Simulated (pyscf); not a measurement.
Structures and frequencies: ωB97X-D3(BJ)/def2-SVP in PySCF.

SMILES: [GeH3][S][SnH3]
```xyz
9

Ge    -2.3427     0.6789     0.0572
S     -0.9494    -0.7501     1.0182
Sn     0.8094    -0.4911    -0.5998
H     -3.4776     0.9414     1.0531
H     -2.8965     0.0845    -1.2470
H     -1.5986     1.9866    -0.2649
H      1.9047    -1.7661    -0.3294
H      0.1088    -0.5804    -2.1550
H      1.5478     1.0305    -0.3733
```

How much does it cost (ΔH, 298 K, ωB97M-D3(BJ)/def2-TZVP) to split H₃Ge–S–SnH₃ at its S–Sn bond into •S–GeH₃ + SnH₃•?

S–Sn to •S–GeH₃ + SnH₃•: 297.4 kJ/mol. The 7 functionals that were run give +289.2 (B3LYP-D3(BJ)) to +334.3 kJ/mol (ωB97X-D3(BJ)/def2-TZVP). •S–GeH₃ lies 34.5 kJ/mol over its isomer HS–GeH₂• (electronic energy, ωB97M-D3(BJ)/def2-TZVP). Elements up to Kr have no core potential and no relativistic terms here. Elements past Kr carry the def2 core potentials, without spin-orbit coupling.
